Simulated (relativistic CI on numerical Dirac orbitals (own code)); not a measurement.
## Energy levels of Tm35+

These numbers are calculated, not measured: Dirac-Coulomb-Breit CI, separate exchange-only KLI orbitals for each configuration, model QED, unscaled Slater integrals (own radial code, finite nucleus).

Configurations in the expansion (outside the closed core [Ar] 3d10): 4s²4p⁴, 4s4p⁵, 4s²4p³4d, 4p⁶, 4s4p⁴4d, 4s²4p³4f, 4s4p⁴4f, 4p⁵4d, 4s4p³4d², 4s²4p²4d4f, 4p⁵4f, 4p⁴4d², 4p³4d³, 4p³4d²4f. Double excitations out of closed p, d and f shells are left out; levels of such configurations are missing from the list, as are those of other unlisted configurations, and high levels can miss mixing partners.

The lowest level is 4s²4p⁴ ³P2, with 70 % of that term; Hund's rules for 4s²4p⁴ give ³P with J = 2, in agreement.

| No. | Configuration | Term | J | E (eV) | % | Next component (%) | Landé g |
| --- | --- | --- | --- | --- | --- | --- | --- |
| 1 | 4s²4p⁴ | ³P | 2 | 0.000 | 70 | 29 ¹D | 1.351 |
| 2 | 4s²4p⁴ | ¹S | 0 | 9.149 | 60 | 39 ³P |  |
| 3 | 4s²4p⁴ | ³P | 1 | 62.359 | 99 | 1 4s4p⁴4d ³P | 1.497 |
| 4 | 4s²4p⁴ | ¹D | 2 | 66.655 | 70 | 29 ³P | 1.142 |
| 5 | 4s²4p⁴ | ³P | 0 | 132.921 | 60 | 39 ¹S |  |
| 6 | 4s²4p³4d | ³D° | 2 | 133.438 | 28 | 27 ³F° | 1.099 |
| 7 | 4s²4p³4d | ⁵D° | 1 | 135.142 | 26 | 25 ³P° | 1.166 |
| 8 | 4s²4p³4d | ³P° | 0 | 136.286 | 55 | 33 ⁵D° |  |
| 9 | 4s²4p³4d | ³F° | 3 | 137.163 | 28 | 21 ³D° | 1.146 |
| 10 | 4s4p⁵ | ³P° | 2 | 141.851 | 54 | 17 4s²4p³4d ³P° | 1.360 |
| 11 | 4s²4p³4d | ³F° | 4 | 149.129 | 46 | 32 ⁵D° | 1.279 |
| 12 | 4s4p⁵ | ³P° | 1 | 158.531 | 26 | 26 ¹P° | 1.288 |
| 13 | 4s4p⁵ | ³P° | 2 | 159.474 | 32 | 27 4s²4p³4d ³D° | 1.346 |
| 14 | 4s²4p³4d | ³D° | 3 | 161.458 | 29 | 20 ³F° | 1.157 |
| 15 | 4s²4p³4d | ³D° | 1 | 168.526 | 48 | 13 4s4p⁵ ³P° | 0.927 |
| 16 | 4s²4p³4d | ⁵D° | 0 | 191.119 | 43 | 25 ¹S° |  |
| 17 | 4s²4p³4d | ³D° | 1 | 191.606 | 46 | 36 ⁵D° | 0.982 |
| 18 | 4s²4p³4d | ³F° | 2 | 192.112 | 44 | 27 ⁵D° | 1.030 |
| 19 | 4s²4p³4d | ³F° | 3 | 195.400 | 39 | 26 ³G° | 1.104 |
| 20 | 4s²4p³4d | ³G° | 4 | 199.787 | 51 | 30 ¹G° | 1.068 |
| 21 | 4s4p⁵ | ³P° | 0 | 203.739 | 43 | 32 4s²4p³4d ¹S° |  |
| 22 | 4s²4p³4d | ³D° | 3 | 205.190 | 58 | 28 ⁵D° | 1.336 |
| 23 | 4s²4p³4d | ³F° | 2 | 205.360 | 60 | 26 ¹D° | 0.844 |
| 24 | 4s²4p³4d | ³D° | 1 | 206.077 | 32 | 23 ¹P° | 0.994 |
| 25 | 4s²4p³4d | ⁵D° | 4 | 206.305 | 49 | 20 ³G° | 1.288 |
| 26 | 4s²4p³4d | ³F° | 4 | 211.353 | 67 | 30 ¹G° | 1.174 |
| 27 | 4s²4p³4d | ³G° | 5 | 213.226 | 99 | 1 4s4p³4d² ³G° | 1.196 |
| 28 | 4s²4p³4d | ³S° | 1 | 214.559 | 40 | 22 ³P° | 1.505 |
| 29 | 4s²4p³4d | ³P° | 2 | 214.676 | 46 | 18 ¹D° | 1.309 |
| 30 | 4s²4p³4d | ³D° | 3 | 215.419 | 55 | 17 ³F° | 1.183 |

Energies count from the lowest computed level; ° marks odd parity.

The mean weight of the leading LS term, summed over parents, in these 30 levels is 50 %, and that of the leading jj configuration (from the same eigenvectors) 86 %, so jj coupling describes them better and the LS labels are nominal.

At this charge energies of transitions that change n are usually good to better than 1 %, and those within a shell (Δn = 0) to a few per cent.

LS names give the leading component of a level, which can be under half, so a name can repeat, a term be missing and a line seem to break the LS rules.
